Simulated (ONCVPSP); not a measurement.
**What one change does to a pseudopotential (Ag (Z = 47), ONCV)**

Ag, optimised norm-conserving Vanderbilt (ONCV), made with ONCVPSP 4.0.1 (PBE, scalar-relativistic). Core [Ar] 3d10, reference 4s2 4p6 4d10 5s1. Waves: 4s+5s: rc 1.55 bohr, ncon 3, nbas 6, qcut 10.3 1/bohr, 3 projectors, debl 2.6 Ha; 4p: rc 1.55 bohr, ncon 4, nbas 9, qcut 8.4 1/bohr, 2 projectors, debl 3.5 Ha; 4d: rc 1.20 bohr, ncon 4, nbas 9, qcut 7.5 1/bohr, local. Local part: the d channel. Core correction: Teter function, parameters optimised by the program.

All-electron outer shells of the reference configuration (PBE, scalar-relativistic, ld1.x):

| shell | level (eV) | outermost node (bohr) | outermost maximum (bohr) |
| --- | --- | --- | --- |
| 3d | -358.48 | – | 0.27 |
| 4s | -95.05 | 0.44 | 0.82 |
| 4p | -58.57 | 0.44 | 0.87 |
| 4d | -7.44 | 0.43 | 1.04 |
| 5s | -4.40 | 1.11 | 2.49 |

Change: d: qcut 8.3.

Cutoffs: the cutoffs (Ha) at which the residual kinetic energy of the hardest occupied pseudo-wave falls to 1 and 0.1 mHa per electron; they do not see the model core or the augmentation charge, which bear on the density cutoff. Errors are all-electron minus pseudo energies relative to the spin-unpolarised reference configuration.

Problem. Predict the effect on cutoff, ghosts and configuration errors.

Solution. The potential gets softer (44 Ha and 189 Ha → 32 Ha and 69 Ha); of the 4 tests that both files solve, the error grows in 0 and shrinks in 3 by more than 15 % and 0.3 meV (median size 2.8 → 2.4 meV); neither file shows a bound ghost.

| quantity | base | changed |
| --- | --- | --- |
| cutoff, loose | 44 Ha | 32 Ha |
| cutoff, tight | 189 Ha | 69 Ha |
| loose cutoff by channel | s 28 Ha, p 19 Ha, d 44 Ha | s 28 Ha, p 19 Ha, d 32 Ha |
| bound ghosts | none | none |
| GHOST(+) flags under 300 eV | none | none |
| error for 4s2 4p6 4d10 5s0, meV [ΔE 7.76 eV] | -1.8 | -1.7 |
| error for 4s2 4p6 4d9 5s0, meV [ΔE 29.87 eV] | -3.8 | -3.2 |
| error for 4s2 4p6 4d8 5s0, meV [ΔE 66.06 eV] | -7.5 | -4.7 |
| error for 4s2 4p6 4d9 5s1 5p1, meV [ΔE 8.57 eV] | -0.6 | 0.0 |
| s: phases at 1.57 bohr within 0.05 rad from the reference energy up to (Ha; the scan ends near 5) | to the end of the scan | to the end of the scan |
| p: phases at 1.57 bohr within 0.05 rad from the reference energy up to (Ha; the scan ends near 5) | to the end of the scan | to the end of the scan |
| d: phases at 1.22 bohr within 0.05 rad from the reference energy up to (Ha; the scan ends near 5) | to the end of the scan | to the end of the scan |
| rms error of d²Exc/dni dnj with the model core, mHa | 0.14 | 0.12 |
